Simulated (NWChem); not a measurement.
System: GeSiH3I, singlet; SMILES [Ge]([I])[SiH3]

The following NWChem deck was run.

```
start job
memory heap 200 mb stack 900 mb global 1100 mb
geometry units angstroms noautoz
  Ge     0.838215    -0.926285    -0.541151
  I     -0.154891     1.115402     0.642366
  Si    -1.171587    -2.315430    -0.088456
  H     -1.023042    -3.699336    -0.646127
  H     -2.377440    -1.683914    -0.712950
  H     -1.390935    -2.425072     1.388951
end
basis spherical
  * library def2-svp
end
ecp
  I library def2-ecp
end
dft
  xc m06-l
  iterations 150
  mulliken
end
task dft energy
```

Excerpt of the output:

```
             Northwest Computational Chemistry Package (NWChem) 7.3.0
             --------------------------------------------------------

 CS  symmetry detected

                             Geometry "geometry" -> ""
                             -------------------------

 Output coordinates in angstroms (scale by  1.889725989 to convert to a.u.)

  No.       Tag          Charge          X              Y              Z
 ---- ---------------- ---------- -------------- -------------- --------------
    1 Ge                  32.0000     0.91947194    -1.02702199     0.00000000
    2 I                   53.0000    -0.10983855     1.31732818     0.00000000
    3 Si                  14.0000    -1.30522520    -2.13367610     0.00000000
    4 H                    1.0000    -1.17848668    -3.62772920     0.00000000
    5 H                    1.0000    -2.07500960    -1.72724754    -1.21865605
    6 H                    1.0000    -2.07500960    -1.72724754     1.21865605

 Effective nuclear repulsion energy (a.u.)     604.4610679545

      Symmetry information
      --------------------

 Group name             Cs
 Group number              2
 Group order               2
 No. of unique centers     5

                                 NWChem DFT Module
                                 -----------------

 Summary of "ao basis" -> "ao basis" (spherical)
 ------------------------------------------------------------------------------
       Tag                 Description            Shells   Functions and Types
 ---------------- ------------------------------  ------  ---------------------
 Ge                         def2-svp                12       32   5s4p3d
 I                          def2-svp                10       26   4s4p2d
 Si                         def2-svp                 8       18   4s3p1d
 H                          def2-svp                 3        5   2s1p

      Symmetry analysis of basis
      --------------------------

        a'         62
        a"         29

            General Information
            -------------------
          SCF calculation type: DFT
          Wavefunction type:  closed shell.
          No. of atoms     :     6
          No. of electrons :    74
           Alpha electrons :    37
            Beta electrons :    37
          Charge           :     0
          Spin multiplicity:     1
          Use of symmetry is: on ; symmetry adaption is: on
          Maximum number of iterations: 150
          AO basis - number of functions:    91
                     number of shells:    39
          Convergence on energy requested:  1.00D-06
          Convergence on density requested:  1.00D-05
          Convergence on gradient requested:  5.00D-04

              XC Information
              --------------
                        M06-L Method XC Functional
                         M06-L Exchange Functional  1.000
                       M06-L Correlation Potential  1.000

             Grid Information
             ----------------
          Grid used for XC integration:  medium
          Radial quadrature: Mura-Knowles
          Angular quadrature: Lebedev.
          Tag              B.-S. Rad. Rad. Pts. Rad. Cut. Ang. Pts.
          ---              ---------- --------- --------- ---------
          Ge                  1.25      112          10.0       590
          I                   1.40      123          12.0       590
          Si                  1.10       88          11.0       590
          H                   0.35       45          13.0       434
          Grid pruning is: on
          Number of quadrature shells:   413
          Spatial weights used:  Erf1

      Superposition of Atomic Density Guess
      -------------------------------------

 Sum of atomic energies:       -2712.40699160

      Non-variational initial energy
      ------------------------------

 Total energy =   -2662.357605
 1-e energy   =   -4516.802913
 2-e energy   =    1502.648272
 HOMO         =      -0.200382
 LUMO         =      -0.078093

      Symmetry analysis of molecular orbitals - initial
      -------------------------------------------------

  Numbering of irreducible representations:

     1 a'          2 a"

  Orbital symmetries:

     1 a'          2 a'          3 a'          4 a'          5 a'
     6 a"          7 a'          8 a'          9 a'         10 a'
    11 a'         12 a"         13 a'         14 a'         15 a"
    16 a"         17 a'         18 a'         19 a'         20 a'
    21 a"         22 a'         23 a"         24 a'         25 a'
    26 a"         27 a'         28 a"         29 a'         30 a'
    31 a'         32 a'         33 a"         34 a'         35 a"
    36 a'         37 a'         38 a"         39 a'         40 a'
    41 a'         42 a"         43 a'         44 a'         45 a'
    46 a'         47 a'

     ---------------------------------------------
      Total Density - Mulliken Population Analysis
     ---------------------------------------------

    Atom       Charge   Shell Charges
 -----------   ------   -------------------------------------------------------
    1 Ge  32    31.38   2.00  2.00  2.00  1.35  0.56  6.00  5.98  0.66  0.76  8.14  1.80  0.12
    2 I   25    25.44   1.83  0.22  1.23  0.67  2.92  3.13  2.67  2.74  9.82  0.20
    3 Si  14    13.99   2.00  1.99  1.05  0.33  5.94  1.17  1.42  0.09
    4 H    1     1.08   0.70  0.37  0.01
    5 H    1     1.06   0.69  0.36  0.01
    6 H    1     1.06   0.69  0.36  0.01

   convergence    iter        energy       DeltaE   RMS-Dens  Diis-err
 ---------------- ----- ----------------- --------- --------- ---------
 d= 0,ls=0.0,diis     1  -2665.7298583532 -3.02D+03  2.15D-02  2.77D-01
 d= 0,ls=0.0,diis     2  -2665.3661248206  3.64D-01  1.74D-02  1.76D+00
 d= 0,ls=0.0,diis     3  -2665.7748218186 -4.09D-01  3.27D-03  4.81D-02
 d= 0,ls=0.0,diis     4  -2665.7809093899 -6.09D-03  9.95D-04  6.60D-03
 d= 0,ls=0.0,diis     5  -2665.7717020544  9.21D-03  7.07D-04  1.72D-03
  Resetting Diis
 d= 0,ls=0.0,diis     6  -2665.7721615866 -4.60D-04  8.04D-04  5.82D-04
 d= 0,ls=0.0,diis     7  -2665.7723517758 -1.90D-04  5.95D-04  1.42D-04
 d= 0,ls=0.0,diis     8  -2665.7723831234 -3.13D-05  2.05D-04  1.09D-04
 d= 0,ls=0.0,diis     9  -2665.7724024703 -1.93D-05  7.49D-05  9.78D-06
 d= 0,ls=0.0,diis    10  -2665.7724031396 -6.69D-07  4.25D-05  8.75D-06
 d= 0,ls=0.0,diis    11  -2665.7724047727 -1.63D-06  1.10D-05  1.86D-07
 d= 0,ls=0.0,diis    12  -2665.7724047986 -2.59D-08  3.89D-06  5.84D-08

         Total DFT energy =    -2665.772404798598
      One electron energy =    -4517.159215963652
           Coulomb energy =     1623.000546793288
    Exchange-Corr. energy =     -123.410770965347
 Nuclear repulsion energy =      351.797035337113

 Numeric. integr. density =       74.000004646595

                  Occupations of the irreducible representations
                  ----------------------------------------------

                     irrep           alpha         beta
                     --------     --------     --------
                     a'               27.0         27.0
                     a"               10.0         10.0

                       DFT Final Molecular Orbital Analysis
                       ------------------------------------

 Vector   35  Occ=2.000000D+00  E=-2.592678D-01  Symmetry=a"
              MO Center= -4.0D-02,  1.0D+00, -1.1D-11, r^2= 2.7D+00
   Bfn.  Coefficient  Atom+Function         Bfn.  Coefficient  Atom+Function
  ----- ------------  ---------------      ----- ------------  ---------------
    45      0.553583  2 I  pz                48      0.512586  2 I  pz
    42     -0.228532  2 I  pz                39     -0.184436  2 I  pz
    14      0.139958  1 Ge pz                17      0.140261  1 Ge pz
    11     -0.077701  1 Ge pz                82      0.058389  5 H  s
    87     -0.058389  6 H  s                 68     -0.038088  3 Si pz

 Vector   36  Occ=2.000000D+00  E=-2.591789D-01  Symmetry=a'
              MO Center=  1.0D-01,  4.7D-01,  1.1D-11, r^2= 4.2D+00
   Bfn.  Coefficient  Atom+Function         Bfn.  Coefficient  Atom+Function
  ----- ------------  ---------------      ----- ------------  ---------------
    44      0.361806  2 I  py                43      0.338721  2 I  px
    47      0.322510  2 I  py                46      0.309957  2 I  px
     4      0.224034  1 Ge s                 12      0.189385  1 Ge px
    15      0.176381  1 Ge px                41     -0.148203  2 I  py
    40     -0.139920  2 I  px                 5      0.135232  1 Ge s

 Vector   37  Occ=2.000000D+00  E=-2.048155D-01  Symmetry=a'
              MO Center=  1.9D-01, -5.2D-01,  3.6D-13, r^2= 5.1D+00
   Bfn.  Coefficient  Atom+Function         Bfn.  Coefficient  Atom+Function
  ----- ------------  ---------------      ----- ------------  ---------------
    46      0.376934  2 I  px                43      0.356056  2 I  px
    12     -0.291969  1 Ge px                 4     -0.278028  1 Ge s
    15     -0.279044  1 Ge px                69      0.227412  3 Si px
     5     -0.219019  1 Ge s                 66      0.203937  3 Si px
     9      0.161424  1 Ge px                61      0.161319  3 Si s

 Vector   38  Occ=0.000000D+00  E=-1.431960D-01  Symmetry=a"
              MO Center=  6.4D-01, -8.2D-01,  4.6D-16, r^2= 3.7D+00
   Bfn.  Coefficient  Atom+Function         Bfn.  Coefficient  Atom+Function
  ----- ------------  ---------------      ----- ------------  ---------------
    17      0.592989  1 Ge pz                14      0.476501  1 Ge pz
    48     -0.272425  2 I  pz                11     -0.253268  1 Ge pz
    45     -0.221138  2 I  pz                83      0.131203  5 H  s
    88     -0.131203  6 H  s                 71      0.092618  3 Si pz
    42      0.090579  2 I  pz                 8      0.081755  1 Ge pz

[...]
```

Level: M06-L/def2-SVP with def2 effective core potentials on I. Low-valent species are run as closed-shell singlets; no triplet was tried in these runs. Coordinates come from a PBE0/def2-SVP optimisation. def2 effective core potentials on I; no spin-orbit coupling.
